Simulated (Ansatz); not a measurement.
Start from `BO[C](=C)[GeH3]` and change one atom or group to get `BOC=C`.

Ansatz, PBE0-D4/def2-TZVP geometries, multiplicity 1. Each molecule was computed in one conformer, which needn't be the lowest.

Scalar relativity is left out up to krypton.

```csv
property,`BO[C](=C)[GeH3]`
size of the dipole moment (PBE/def2-TZVPP) / D,0.90
HOMO–LUMO gap (PBE/def2-TZVPP) / eV,4.56
HOMO–LUMO gap (B3LYP/def2-TZVPP) / eV,6.18
HOMO–LUMO gap (ωB97M-V/def2-TZVPP) / eV,10.75
HOMO–LUMO gap (PBE0/def2-TZVPP) / eV,6.63
size of the dipole moment (ωB97M-V/def2-TZVPP) / D,0.87
```

Q: Give the same properties after the change, and the shifts. (Estimate.)

A: The calculation gave: 
```json
{"property": "size of the dipole moment (PBE/def2-TZVPP) / D", "`BOC=C`": "1.10", "shift": "0.20"}
{"property": "HOMO–LUMO gap (PBE/def2-TZVPP) / eV", "`BOC=C`": "4.58", "shift": "0.02"}
{"property": "HOMO–LUMO gap (B3LYP/def2-TZVPP) / eV", "`BOC=C`": "6.21", "shift": "0.03"}
{"property": "HOMO–LUMO gap (ωB97M-V/def2-TZVPP) / eV", "`BOC=C`": "10.82", "shift": "0.07"}
{"property": "HOMO–LUMO gap (PBE0/def2-TZVPP) / eV", "`BOC=C`": "6.68", "shift": "0.05"}
{"property": "size of the dipole moment (ωB97M-V/def2-TZVPP) / D", "`BOC=C`": "1.06", "shift": "0.19"}
```

With PBE0 the HOMO rises by 0.05 eV and the LUMO rises by 0.10 eV, so the gap widens by about 0.05 eV. PBE moves the HOMO by 0.07 eV and ωB97M-V by 0.02 eV. Dipoles are sizes alone; their direction can turn.

B3LYP here is the variant with VWN-RPA as its local correlation; programs differ in this.
